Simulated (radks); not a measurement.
Valence configurations of Dy III (all share [Xe]). Method: non-relativistic Kohn-Sham, PBEsol, spin-polarised, spherical densities, point nucleus; open shells are filled with parallel spins first (spin-orbit coupling, left out, can overturn this in heavy ions); relativity is left out, which matters for an element this heavy; computed with a radial shooting solver on a logarithmic mesh with Libxc functionals. Energies are relative to 4f10; eigenvalues in eV for spin up.

[
 {"valence": "4f10", "E (eV)": "0.000", "moment (Bohr magnetons)": "4", "e(4f)": "-21.794", "e(5d)": "-", "e(6p)": "-", "e(6s)": "-"},
 {"valence": "4f9 6p1", "E (eV)": "12.469", "moment (Bohr magnetons)": "6", "e(4f)": "-33.376", "e(5d)": "-", "e(6p)": "-12.779", "e(6s)": "-"},
 {"valence": "4f8.5 6s0.5 6p1", "E (eV)": "19.746", "moment (Bohr magnetons)": "7", "e(4f)": "-39.097", "e(5d)": "-", "e(6p)": "-13.665", "e(6s)": "-17.831"},
 {"valence": "4f9.5 6p0.5", "E (eV)": "5.274", "moment (Bohr magnetons)": "5", "e(4f)": "-27.434", "e(5d)": "-", "e(6p)": "-11.476", "e(6s)": "-"},
 {"valence": "4f9.5 6s0.5", "E (eV)": "3.433", "moment (Bohr magnetons)": "5", "e(4f)": "-26.914", "e(5d)": "-", "e(6p)": "-", "e(6s)": "-14.852"},
 {"valence": "4f9 5d1", "E (eV)": "6.637", "moment (Bohr magnetons)": "6", "e(4f)": "-29.111", "e(5d)": "-16.156", "e(6p)": "-", "e(6s)": "-"},
 {"valence": "4f8.5 6s1.5", "E (eV)": "16.147", "moment (Bohr magnetons)": "6", "e(4f)": "-38.190", "e(5d)": "-", "e(6p)": "-", "e(6s)": "-17.060"},
 {"valence": "4f8 6s1 6p1", "E (eV)": "29.089", "moment (Bohr magnetons)": "8", "e(4f)": "-45.098", "e(5d)": "-", "e(6p)": "-14.473", "e(6s)": "-18.915"},
 {"valence": "4f8 5d1 6s1", "E (eV)": "20.876", "moment (Bohr magnetons)": "8", "e(4f)": "-40.619", "e(5d)": "-20.380", "e(6p)": "-", "e(6s)": "-16.974"},
 {"valence": "4f7 5d1 6s1 6p1", "E (eV)": "48.287", "moment (Bohr magnetons)": "10", "e(4f)": "-54.102", "e(5d)": "-25.409", "e(6p)": "-14.876", "e(6s)": "-19.567"}
]

NIST lists [Xe] 4f10 as the ground configuration; this level of theory agrees among the configurations tried. The energies are those of spherical high-spin densities, not of single terms. Relativity is left out, which favours d and f over s occupation in heavy atoms.
